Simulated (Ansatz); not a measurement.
System: CH₅Al, charge 0, multiplicity 1. 
Coordinates optimised at B3LYP-D3(BJ)/def2-TZVP (Ansatz, an electronic-structure program):
```
C
H 1 1.0914
H 1 1.0944 2 108.12
H 1 1.0955 2 107.65 3 -114.18
Al 1 1.9548 2 113.32 4 -122.23
H 5 1.5842 1 121.39 2 6.16
H 5 1.5845 6 118.84 1 -179.58
```

Basis-set convergence of Hartree-Fock and MP2 correlation energies (hartree) with Ansatz. Correlated levels leave the core frozen unless marked. Spin-orbit coupling is left out. No relativistic terms.

```json
[
 {"basis": "cc-pV(D+d)Z", "functions": "62", "E(HF)": "-282.68518", "E(corr, MP2)": "-0.22074"},
 {"basis": "cc-pV(T+d)Z", "functions": "139", "E(HF)": "-282.70823", "E(corr, MP2)": "-0.27045"},
 {"basis": "cc-pV(Q+d)Z", "functions": "269", "E(HF)": "-282.71358", "E(corr, MP2)": "-0.28761"},
 {"basis": "cc-pV(5+d)Z", "functions": "466", "E(HF)": "-282.71481", "E(corr, MP2)": "-0.29408"}
]
```

Extrapolating the two largest sets (X = 4 and 5) as X^-3: E(corr) = (125·(-0.29408) - 64·(-0.28761))/61 = -0.3009 Eh, an estimate of the basis-set limit. The largest set recovers 97.7 % of it, the smallest 73.4 %.
